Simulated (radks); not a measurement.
Effect of the nuclear size on the osmium ion Os+, [Xe] 4f14 5d6 6s1. Calculated with a radial shooting solver on a logarithmic mesh with Libxc functionals: Dirac Kohn-Sham, relativistic LDA (MacDonald-Vosko exchange, VWN5 correlation), spin-unpolarised, spherical densities, finite nucleus; open shells are shared between the two j in proportion to 2j + 1; Fermi nuclear charge, rms radius 5.4126 fm. The rms radius is varied about that value; shifts are against it.

| rms radius (fm) | total energy shift (eV) | density at nucleus (e/bohr^3) | 1s1/2 shift (meV) | 2s1/2 shift (meV) | 5s1/2 shift (meV) | 5p1/2 shift (meV) | 6s1/2 shift (meV) | 6p1/2 (empty) shift (meV) | 7s1/2 (empty) shift (meV) |
|---|---|---|---|---|---|---|---|---|---|
| 4.3842 | -24.9 | 1.783e+06 | -10000 | -1440 | -14.6 | 0.310 | -1.49 | 0.160 | -0.187 |
| 4.9038 | -12.8 | 1.711e+06 | -5120 | -735 | -7.47 | 0.158 | -0.765 | 0.082 | -0.096 |
| 5.4126 | 0 | 1.65e+06 | 0.000 | 0.000 | 0.000 | 0.000 | 0.000 | 0.000 | 0.000 |
| 5.6562 | 6.39 | 1.624e+06 | 2560 | 368 | 3.74 | -0.079 | 0.383 | -0.041 | 0.048 |
| 6.1541 | 20.0 | 1.574e+06 | 8020 | 1150 | 11.7 | -0.246 | 1.20 | -0.128 | 0.150 |

Slopes of the eigenvalues against <r^2> in GHz/fm^2, as finite differences over the two radii next to the reference (eigenvalue slopes, not the field-shift constants of lines): 1s1/2 234000, 2s1/2 33600, 5s1/2 341, 5p1/2 -7.20, 6s1/2 34.9, 6p1/2 (empty) -3.73, 7s1/2 (empty) 4.37.
